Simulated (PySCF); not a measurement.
Cu2, singlet, at a GFN2-xTB geometry (such geometries of metal compounds can be far from the true shape); DF-R2SCAN/6-31G* in PySCF.

PySCF was given this input:
```python
from pyscf import gto, scf, dft

mol = gto.M(
    atom='''
Cu   -0.000000   -0.000000   -1.112393
Cu    0.000000    0.000000    1.112393
''',
    basis='6-31g*',
    charge=0,
    spin=0,
    verbose=5,
)

mf = dft.RKS(mol)
mf.xc = 'r2scan'
mf = mf.density_fit(auxbasis='def2-universal-jkfit')
mf.kernel()
```

**Question.** Write the output that PySCF gives for this input, abridged.

**Answer.** 
```
PySCF version 2.14.0

[INPUT] verbose = 5
[INPUT] max_memory = 4000
[INPUT] num. atoms = 2
[INPUT] num. electrons = 58
[INPUT] charge = 0
[INPUT] spin (= nelec alpha-beta = 2S) = 0
[INPUT] symmetry False subgroup None
[INPUT] Mole.unit = angstrom
[INPUT] Symbol           X                Y                Z      unit          X                Y                Z       unit  Magmom
[...]
[INPUT] ---------------- BASIS SET ----------------
[INPUT] l, kappa, [nprim/nctr], expnt,             c_1 c_2 ...
[INPUT] Cu
[...]
                                11530.7           0.01339602
                                2626.575          0.06610885
                                740.4903          0.2298265
                                237.3528          0.4787675
                                81.15818          0.3530739
[...]
                                383.6367          0.03153635
                                124.1733          0.1269452
                                46.74678          -0.0226284
                                19.06569          -0.619208
                                7.871567          -0.4585393
[...]
                                21.85212          0.07412307
                                9.405343          0.2542108
                                3.999168          -0.2874843
                                1.670297          -0.7291436
                                0.659627          -0.2113951
[...]
                                0.963094          0.265004
                                0.136161          -1.120155
[...]
                                383.6367          0.03110223
                                124.1733          0.136135
                                46.74678          0.3492914
                                19.06569          0.462478
                                7.871567          0.2020102
[...]
                                21.85212          -0.02975687
                                9.405343          0.06849654
                                3.999168          0.4027141
                                1.670297          0.490849
                                0.659627          0.1759268
[...]
                                0.963094          0.09310133
                                0.136161          0.9814336
[...]
                                8.264985          0.3985021
                                2.495332          0.6917897
[...]
nuclear repulsion = 200.036333554652
number of shells = 24
number of NR pGTOs = 194
number of NR cGTOs = 68
basis = 6-31g*
ecp = {}

******** <class 'pyscf.df.df_jk.DFRKS'> ********
method = DFRKS
initial guess = minao
damping factor = 0
level_shift factor = 0
DIIS = <class 'pyscf.scf.diis.CDIIS'>
diis_start_cycle = 1
diis_space = 8
diis_damp = 0
SCF conv_tol = 1e-09
SCF conv_tol_grad = None
SCF max_cycles = 50
direct_scf = False
XC library pyscf.dft.libxc version 7.1.2
    S. Lehtola, C. Steigemann, M. J. T. Oliveira, and M. A. L. Marques,  SoftwareX 7, 1–5 (2018)
XC functionals = r2scan
    J. W. Furness, A. D. Kaplan, J. Ning, J. P. Perdew, and J. Sun,  J. Phys. Chem. Lett. 11, 8208–8215 (2020)
    J. W. Furness, A. D. Kaplan, J. Ning, J. P. Perdew, and J. Sun,  J. Phys. Chem. Lett. 11, 9248–9248 (2020)
    J. W. Furness, A. D. Kaplan, J. Ning, J. P. Perdew, and J. Sun,  J. Phys. Chem. Lett. 11, 8208–8215 (2020)
    J. W. Furness, A. D. Kaplan, J. Ning, J. P. Perdew, and J. Sun,  J. Phys. Chem. Lett. 11, 9248–9248 (2020)
radial grids:
    Treutler-Ahlrichs [JCP 102, 346 (1995); DOI:10.1063/1.469408] (M4) radial grids

becke partition: Becke, JCP 88, 2547 (1988); DOI:10.1063/1.454033
pruning grids: <function nwchem_prune>
grids dens level: 3
symmetrized grids: False
atomic radii adjust function: <function treutler_atomic_radii_adjust>
small_rho_cutoff = 0
Set gradient conv threshold to 3.16228e-05
Initial guess from minao.
atom Cu rad-grids = 90, ang-grids = [ 50  50  50  50  50  50  50  50  50  50  50  50  50  50  50  50  50  50
[...]
 -3.37414405e+01 -3.37414403e+01 -4.16416999e+00 -4.16348282e+00
 -2.66308665e+00 -2.65779820e+00 -2.63628825e+00 -2.63628802e+00
 -2.63576632e+00 -2.63576609e+00 -2.07177066e-01 -1.51768412e-01
 -1.38114315e-01 -1.38114161e-01 -1.23466012e-01 -1.16346415e-01
 -1.16346245e-01 -1.05587452e-01 -1.05584039e-01 -1.02757955e-01
 -1.02754873e-01 -9.52414966e-02 -3.54123633e-02 -3.54123614e-02
 -1.76050899e-03  4.62905951e-02  4.62906035e-02  1.10726067e-01
  1.54785053e-01  2.26027169e-01  2.27789489e-01  2.27789519e-01
  2.44445672e-01  3.13126111e-01  3.13126160e-01  5.11859258e-01
  1.84455263e+00  1.92469294e+00  1.92469305e+00  2.03595038e+00
  2.03595818e+00  2.05572433e+00  2.05573236e+00  2.10939272e+00
  2.10939284e+00  2.27224980e+00  2.31534775e+00  2.31534780e+00
  2.32162791e+00  2.39832939e+00  2.39832997e+00  2.45400588e+00
  2.45400588e+00  2.46268714e+00  2.46268714e+00  2.49561538e+00
  2.49561949e+00  2.66753404e+00  2.66753408e+00  2.94364759e+00]
nelec by numeric integration = 57.99999927373203
E1 = -4977.310409025448  E2 = 1497.0009974294476  Ecoul = 1631.5615960478344  Exc = -134.56059861838685
cycle= 14 E= -3280.27307804135  delta_E= -1.25e-09  |g|= 1.99e-05  |ddm|= 0.000244
[...]
  mo_energy =
[-3.22376329e+02 -3.22376312e+02 -3.85646174e+01 -3.85645850e+01
 -3.37517743e+01 -3.37517721e+01 -3.37414506e+01 -3.37414505e+01
 -3.37414417e+01 -3.37414417e+01 -4.16417119e+00 -4.16348403e+00
 -2.66308796e+00 -2.65779951e+00 -2.63628926e+00 -2.63628923e+00
 -2.63576733e+00 -2.63576730e+00 -2.07177589e-01 -1.51769284e-01
 -1.38115328e-01 -1.38115312e-01 -1.23466927e-01 -1.16347429e-01
 -1.16347410e-01 -1.05588414e-01 -1.05585001e-01 -1.02758918e-01
 -1.02755836e-01 -9.52419460e-02 -3.54124298e-02 -3.54124294e-02
 -1.76083962e-03  4.62904481e-02  4.62904497e-02  1.10725973e-01
  1.54785006e-01  2.26026920e-01  2.27789239e-01  2.27789242e-01
  2.44445568e-01  3.13125806e-01  3.13125811e-01  5.11858908e-01
  1.84455179e+00  1.92469216e+00  1.92469217e+00  2.03594968e+00
  2.03595747e+00  2.05572362e+00  2.05573165e+00  2.10939200e+00
  2.10939202e+00  2.27224913e+00  2.31534720e+00  2.31534720e+00
  2.32162731e+00  2.39832884e+00  2.39832942e+00  2.45400543e+00
  2.45400543e+00  2.46268669e+00  2.46268669e+00  2.49561485e+00
  2.49561896e+00  2.66753351e+00  2.66753352e+00  2.94364701e+00]
nelec by numeric integration = 57.99999927372882
E1 = -4977.310932974366  E2 = 1497.0015213783024  Ecoul = 1631.5621466767827  Exc = -134.5606252984803
cycle= 15 E= -3280.27307804141  delta_E= -6.23e-11  |g|= 2.39e-06  |ddm|= 5.66e-05
[...]
  mo_energy =
[-3.22376327e+02 -3.22376310e+02 -3.85646159e+01 -3.85645834e+01
 -3.37517727e+01 -3.37517705e+01 -3.37414490e+01 -3.37414490e+01
 -3.37414401e+01 -3.37414401e+01 -4.16417005e+00 -4.16348288e+00
 -2.66308678e+00 -2.65779833e+00 -2.63628817e+00 -2.63628815e+00
 -2.63576623e+00 -2.63576621e+00 -2.07177112e-01 -1.51768441e-01
 -1.38114328e-01 -1.38114315e-01 -1.23466070e-01 -1.16346424e-01
 -1.16346411e-01 -1.05587450e-01 -1.05584036e-01 -1.02757952e-01
 -1.02754870e-01 -9.52415671e-02 -3.54122251e-02 -3.54122245e-02
 -1.76060987e-03  4.62906340e-02  4.62906347e-02  1.10726064e-01
  1.54785241e-01  2.26027131e-01  2.27789482e-01  2.27789484e-01
  2.44445769e-01  3.13126072e-01  3.13126076e-01  5.11859309e-01
  1.84455260e+00  1.92469296e+00  1.92469297e+00  2.03595042e+00
  2.03595821e+00  2.05572436e+00  2.05573238e+00  2.10939275e+00
  2.10939276e+00  2.27224979e+00  2.31534774e+00  2.31534775e+00
  2.32162786e+00  2.39832937e+00  2.39832995e+00  2.45400592e+00
  2.45400592e+00  2.46268718e+00  2.46268718e+00  2.49561539e+00
  2.49561950e+00  2.66753412e+00  2.66753412e+00  2.94364773e+00]
nelec by numeric integration = 57.99999927373277
E1 = -4977.310419759442  E2 = 1497.0010081634357  Ecoul = 1631.561607193526  Exc = -134.56059903009037
Extra cycle  E= -3280.27307804135  delta_E= 5.64e-11  |g|= 1.96e-05  |ddm|= 4.83e-05
converged SCF energy = -3280.27307804135
```
